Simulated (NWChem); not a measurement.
System: C₂H₇FOSi; SMILES C([SiH2]OC)F

```xyz
12

C      0.7409     2.3316     0.2137
O     -0.1231     1.4952    -0.5023
Si    -0.6926     0.0157     0.0020
C      0.6338    -1.3318    -0.1897
F      0.0923    -2.5310     0.2378
H      0.4560     2.4156     1.2792
H      1.7888     1.9820     0.1684
H      0.7057     3.3405    -0.2256
H     -1.8546    -0.3203    -0.8624
H     -1.0996     0.0730     1.4414
H      0.9550    -1.4329    -1.2420
H      1.5379    -1.1121     0.4067
```
Atoms are numbered in this order, from 1.

STO-3G and 3-21G are far too small for this property and stand as cheap habits. Geometry: optimised at PBE0/def2-SVP. No frequency run checked for a minimum.

Q: Give the principal values of the shielding tensors (ppm) of C1, O2, Si3, C4, F5 from Hartree-Fock/STO-3G, GIAO (NWChem), with their diamagnetic and paramagnetic parts as GIAO splits them.

A: 
```csv
atom,σ11,σ22,σ33,isotropic,diamagnetic,paramagnetic
C1,175.6,179.2,238.0,197.6,248.6,-51.0
O2,387.7,495.6,551.5,478.3,380.2,98.1
Si3,567.7,578.2,648.6,598.2,866.7,-268.6
C4,171.1,179.1,251.1,200.5,250.3,-49.9
F5,455.5,516.0,547.5,506.4,456.3,50.0
```
